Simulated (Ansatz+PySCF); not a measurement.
Results of a calculation; reference values are marked as such.
Several solutions for singlet CuH in separate pieces

```yaml
atoms:
  - { symbol: Cu, position_ang: [0.0000, 0.0000, -0.1476] }
  - { symbol: H, position_ang: [0.0000, 0.0000, 4.2808] }
```

Basis set: cc-pVDZ (spherical functions). Charge 0, multiplicity 1.

ωB97X (unrestricted) was run from several starts with Ansatz (development build ahead of 0.2.0) and PySCF 2.14.0.

```csv
run,program,start,converged,energy (hartree),<S²>
A,Ansatz,"atomic start, no search",yes,-1641.05528,1.00
B,PySCF,program defaults,yes,-1640.97823,0.00
C,Ansatz,search for the lowest state,yes,-1641.05528,1.00
D,Ansatz,stability test followed,yes,-1641.05528,1.00
E,PySCF,"guess minao, instabilities followed",no,–,–
```

**Question.** Which runs reached the lowest solution of this kind, and what is wrong with the others?

**Answer.** A, C, D reached the lowest solution found. Converged but too high: B by 2.10 eV. Convergence only shows a stationary point, and even a stable one can lie too high; stability tests and further starts are what find lower ones. Not converged: E. Caution: charge can spread falsely over distant fragments. Caution: the unrestricted determinant is a mixture of spin states.
